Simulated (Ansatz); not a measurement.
One change: `[CH3][GeH2][F]` becomes `[CH3][GeH2][Br]`.

Ansatz, PBE0-D4/def2-TZVP geometries, multiplicity 1. 

Scalar relativity is left out up to krypton.

| property | `[CH3][GeH2][F]` |
| --- | --- |
| LUMO energy (PBE/def2-TZVPP) / eV | -0.50 |
| size of the dipole moment (PBE/def2-TZVPP) / D | 2.34 |
| LUMO energy (PBE0/def2-TZVPP) / eV | 0.40 |
| LUMO energy (B3LYP/def2-TZVPP) / eV | 0.12 |
| HOMO energy (PBE/def2-TZVPP) / eV | -7.66 |
| zero-point energy (PBE0-D4/def2-TZVP) / kJ/mol | 143.2 |

(1) Give the same properties after the change, and the shifts. (Best estimate.)

Results:

(1) The calculation gave: 
```tsv
property	`[CH3][GeH2][Br]`	shift
LUMO energy (PBE/def2-TZVPP) / eV	-1.15	-0.65
size of the dipole moment (PBE/def2-TZVPP) / D	2.37	0.03
LUMO energy (PBE0/def2-TZVPP) / eV	-0.24	-0.64
LUMO energy (B3LYP/def2-TZVPP) / eV	-0.51	-0.63
HOMO energy (PBE/def2-TZVPP) / eV	-6.78	0.88
zero-point energy (PBE0-D4/def2-TZVP) / kJ/mol	140.1	-3.1
```

With PBE0 the HOMO rises by 1.03 eV and the LUMO falls by 0.64 eV, so the gap narrows by about 1.67 eV. PBE moves the HOMO by 0.88 eV and ωB97M-V by 1.06 eV. Dipoles are sizes alone; their direction can turn.

B3LYP here is the variant with VWN-RPA as its local correlation; programs differ in this.

Spin–orbit coupling is left out; it splits and shifts lone-pair levels of the heavy atoms by tenths of an eV.
